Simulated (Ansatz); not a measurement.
System: InCl$_{2}$, charge 1, multiplicity 1. It need not be the lowest isomer of its formula. 
Geometry from a B3LYP-D3(BJ)/def2-TZVP (Ansatz, a program for electronic structure) optimisation:
```
In
Cl 1 2.2242
Cl 1 2.2242 2 180.00
```
Charge +1, spin multiplicity 1.

Parts of the frozen-core correlation energy in def2-SVP (Ansatz, hartree). Frozen orbitals: 19; correlated occupied orbitals by spin: 8 and 8; virtual: 35 and 35. No spin-orbit coupling. Past Kr the def2 sets carry scalar-relativistic core potentials.

```json
[
 {"term": "reference (HF)", "value": "-1107.72806"},
 {"term": "MP2 opposite-spin", "value": "-0.22076"},
 {"term": "MP2 same-spin", "value": "[?]"},
 {"term": "CCSD correlation", "value": "[?]"},
 {"term": "(T)", "value": "[?]"},
 {"term": "T1 diagnostic", "value": "0.014"},
 {"term": "largest doubles amplitude", "value": "0.061"}
]
```

Task: Some entries are withheld; supply them.

Result: 
- MP2 same-spin, value: -0.08023
- CCSD correlation, value: -0.32682
- (T), value: -0.00828
